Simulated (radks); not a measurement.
The arsenic ion As2+, 31 electrons, occupied as [Ar] 3d10 4s2 4p1 (the NIST ground configuration). Method: scalar-relativistic Kohn-Sham, PBE, spin-unpolarised, spherical densities, finite nucleus; Fermi nuclear charge, rms radius 4.0968 fm; computed with a radial shooting solver on a logarithmic mesh with Libxc functionals.

X-ray form factor f0, the Fourier transform of the density (f0(0) = 31):

| sin(theta)/lambda (1/angstrom) | f0 (electrons) |
|---|---|
| 0.05 | 30.599 |
| 0.1 | 29.501 |
| 0.15 | 27.957 |
| 0.2 | 26.224 |
| 0.25 | 24.478 |
| 0.3 | 22.800 |
| 0.4 | 19.707 |
| 0.5 | 16.939 |
| 0.6 | 14.500 |
| 0.8 | 10.750 |
| 1 | 8.418 |
| 1.25 | 6.820 |
| 1.5 | 5.914 |
| 2 | 4.608 |
